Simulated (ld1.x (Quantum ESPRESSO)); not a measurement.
## Before and after: RRKJ potential for Cu

* Element: copper (Cu)
* Generator: ld1.x (Quantum ESPRESSO) 7.5
* Type: norm-conserving RRKJ (Kleinman–Bylander form)
* Functional: PBEsol
* Relativity: scalar-relativistic
* Frozen core: [Ar]
* Valence charge: 11
* Reference configuration: 3d10 4s1 4p0
* Partial waves: 4p (bound, empty): rc 2.15 bohr; 3d (bound): rc 1.15 bohr; 4s (bound): rc 2.10 bohr
* Local potential: the s channel
* Core correction: Bessel-smoothed model core inside 0.90 bohr

Change: core [Ne], valence charge 19; reference 3s2 3p6 3d10 4s0 4p0; waves now 3s (bound): rc 0.85 bohr; 3p (bound): rc 1.00 bohr; 3d (bound): rc 1.55 bohr; local potential all-electron potential smoothed inside 1.50 bohr (lloc = -2); core correction none.

Cutoffs: the cutoffs (Ry, on a coarse ladder) from which the occupation-weighted sum of valence levels, in a spherical-Bessel basis at the reference potential, stays within 10 and 1 mRy of its value at 400 Ry; they do not see the model core or the augmentation charge, which bear on the density cutoff. Errors are all-electron minus pseudo energies relative to the spin-unpolarised reference configuration.

Question: What does the change do?

Answer: The potential gets harder (140 Ry and 200 Ry → 160 Ry and 230 Ry); the number of tests that count goes from 7 to 4; neither file shows a bound ghost at the reference potential, the only one tested. The added semicore shells are compact, so their waves need more plane waves. Several settings change at once here, so the effects cannot be laid on one of them.

| quantity | base | changed |
| --- | --- | --- |
| cutoff, loose | 140 Ry | 160 Ry |
| cutoff, tight | 200 Ry | 230 Ry |
| bound ghosts | none | none |
| tests counted (converged, no solver errors) | 7 of 7 | 4 of 7 |

Changed file: Tests not counted: 3s2 3p6 3d10 4s1 4p0 (solver errors, printed error -4401 eV); 3s2 3p6 3d10 4s0 4p1 (solver errors, printed error -4681 eV); 3s2 3p6 3d10 4s0.5 4p0 (solver errors, printed error -4038 eV). ld1.x printed “convergence not achieved” for 4 of the counted tests; their residual had stalled under 1e-8, short of the target of 1e-14.
